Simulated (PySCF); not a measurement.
Levels of Br¹⁶⁺ from EOM-EA-GCCSD

Reference: closed-shell Br¹⁷⁺, [Ar]; one electron is added. Calculated with PySCF 2.14, two-component X2C-1e with screened spin-orbit coupling, an even-tempered Gaussian basis (19 s from 0.54 bohr⁻², ratio 2.6; 14 p from 0.7 bohr⁻², ratio 2.6; 6 d from 0.72 bohr⁻², ratio 2.8; 3 f from 17 bohr⁻², ratio 2.8); frozen [Ne]; the 64 highest virtual spinors dropped; of the others 50 kept and the rest restored at second order. No Breit or QED terms. Binding energies in eV.

```json
{"level": "3d3/2", "Koopmans": "575.37", "second order": "576.84", "EOM-CCSD": "576.62"}
{"level": "3d5/2", "Koopmans": "573.74", "second order": "575.18", "EOM-CCSD": "574.96"}
```

For comparison, the ionisation energy of Br¹⁶⁺ is 577 ± 3 eV (theoretical estimate listed by NIST; NIST Atomic Spectra Database, ionization energies).

Only part of the computed levels is shown.
